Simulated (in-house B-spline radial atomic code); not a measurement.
RPA and G0W0 on BLYP: Bi3+

Configuration [Xe] 4f14 5d10 6s2, mean-field start BLYP. Computed with an all-electron radial atomic-structure program (B-spline basis): all electrons, scalar-relativistic (spin-free one-electron X2C), finite nucleus, each spin shell either full or empty, empty states to l = 9 with an (l + 1/2)⁻⁴ tail; G0W0 by contour deformation at full frequency.

Without the two-electron picture change, the correlation of inner shells comes somewhat too large for so heavy an element.

Command:
```bash
python run_gw.py task.json out
```
Settings (radii: box in bohr, nucleus in fm):
```
Z                        83
electrons                80
configuration            [Xe] 4f14 5d10 6s2
hamiltonian              x2c
method                   b88,lyp
lmax                     9
rms_radius               5.5211
spin_polarised           False
box_radius               14.14
intervals                68
ion_configuration        [Xe] 4f14 5d10 6s1
```

Run time, properties included: 24 s on 1 thread of Arm Neoverse N1 (shared host).

Energies (hartree):

```json
{"term": "mean-field total", "value": "-21535.03964"}
{"term": "Hartree-Fock functional on these orbitals", "value": "-21527.66491"}
{"term": "direct second order", "value": "-8.3457"}
{"term": "second-order exchange", "value": "2.0571"}
{"term": "SOSEX correction", "value": "1.9277"}
```

Task: What is the RPA correlation energy, and what remains with SOSEX?

Result: RPA gives -7.2964 hartree (-2.48 eV per electron); RPA + SOSEX gives -5.3688, and the second-order doubles -6.2885 hartree (no singles). SOSEX takes back 26 % of the RPA value.

Quasi-particle levels (eV):

```json
{"level": "6s", "occupied": "yes", "mean field": "-39.94", "Σx - vxc": "-3.16", "Σc": "?", "QP weight": "?", "G0W0": "?"}
{"level": "5d", "occupied": "yes", "mean field": "-54.51", "Σx - vxc": "-9.26", "Σc": "0.54", "QP weight": "0.898", "G0W0": "-63.23"}
{"level": "6p", "occupied": "no", "mean field": "-27.821", "Σx - vxc": "5.16", "Σc": "-1.45", "QP weight": "0.959", "G0W0": "-24.116"}
```

G0W0 = mean field + (Σx - vxc) + Σc, with Σc (partial-wave tail included) taken at the quasi-particle energy. Only the outer levels were computed. Levels of low weight are left out.

Task: Where does G0W0 put 6s?

Result: At -45.43 eV, with Σc = -2.33 eV and a quasi-particle weight of 0.954. The tabulated removal energy is 45.37 ± 0.06 eV (NIST, measured); the calculation leaves out spin-orbit coupling, Breit and QED terms, and what these don't explain is the method's own error.

Task: What does it cost to remove one electron (to [Xe] 4f14 5d10 6s1) by differences of total energies, each species on its own start (correlation terms add to the Hartree-Fock functional)?

Result: BLYP 45.17 eV, Hartree-Fock functional 42.57 eV, + RPA 45.29 eV, + RPA + SOSEX 44.68 eV, + second order 46.46 eV. Tabulated: 45.37 ± 0.06 eV (NIST, measured); the calculation leaves out spin-orbit coupling, Breit and QED terms, and what these don't explain is the method's own error.
